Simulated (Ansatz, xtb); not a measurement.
F2H6PSi2+: where a starting geometry ends

The starting geometry of this gas-phase singlet has its atoms placed at random.

```yaml
atoms:
  - { symbol: F, position_ang: [-1.0458, 2.1796, 0.9774] }
  - { symbol: F, position_ang: [-1.4829, -0.7635, 1.2666] }
  - { symbol: P, position_ang: [-1.1927, -1.0300, -1.0023] }
  - { symbol: Si, position_ang: [-0.6984, 0.8195, -0.5947] }
  - { symbol: Si, position_ang: [1.7747, 0.4625, -0.4560] }
  - { symbol: H, position_ang: [-0.0861, -0.7537, -0.1687] }
  - { symbol: H, position_ang: [-0.5714, -0.8225, 1.3921] }
  - { symbol: H, position_ang: [-2.2473, -0.8955, 0.4606] }
  - { symbol: H, position_ang: [-2.2341, 0.8241, -0.9075] }
  - { symbol: H, position_ang: [1.1719, -1.4612, -0.6443] }
  - { symbol: H, position_ang: [1.2592, 0.9696, 1.0714] }
```

Question: Guess where an optimisation with r2SCAN-D4/def2-SVP ends from this start.

Answer: It falls apart into FH5PSi2 + FH (formulas without charges). Distances that change by over a tenth: F2–H8 (1.12 → 2.48 Å), P3–Si4 (1.96 → 2.31 Å), Si5–H11 (1.69 → 1.48 Å). Contacts that open: Si4–H6 (1.74 → 3.27 Å). Contacts that close: F1–Si4 (2.11 → 1.61 Å), P3–Si5 (3.37 → 2.32 Å), P3–H8 (1.81 → 1.41 Å), Si5–H10 (2.02 → 1.49 Å).

The energy falls by 13.06 eV over 40 steps:

```tsv
step	E − E(last) (eV)
1	13.062
5	4.878
10	1.610
14	0.882
18	0.656
23	0.589
27	0.554
31	0.417
36	0.005
40	0.000
```

Final geometry (Å):

```yaml
atoms:
  - { symbol: F, position_ang: [-2.0321, 1.6151, 0.8268] }
  - { symbol: F, position_ang: [-0.9612, -0.4124, 2.1035] }
  - { symbol: P, position_ang: [-0.8233, -1.1379, -0.6388] }
  - { symbol: Si, position_ang: [-1.0273, 1.1455, -0.3424] }
  - { symbol: Si, position_ang: [1.0193, 0.1232, -0.0011] }
  - { symbol: H, position_ang: [-0.8519, -1.7120, -1.9318] }
  - { symbol: H, position_ang: [-1.5142, 0.1690, 2.5814] }
  - { symbol: H, position_ang: [-1.3468, -2.0568, 0.2932] }
  - { symbol: H, position_ang: [-1.3341, 1.8133, -1.6255] }
  - { symbol: H, position_ang: [1.9215, 0.2417, -1.1749] }
  - { symbol: H, position_ang: [1.5970, -0.2597, 1.3040] }
```

From the same start GFN2-xTB ends elsewhere, in pieces: FH5PSi2 + FH.

From so rough a start the end depends on the optimiser's path, so another program may land elsewhere. The end wasn't checked by frequencies. Run with Ansatz 0.2.0, 2.4 min on 2 threads of Intel(R) Xeon(R) Platinum 8259CL CPU @ 2.50GHz (Skylake/Cascade Lake), with other jobs on the host.
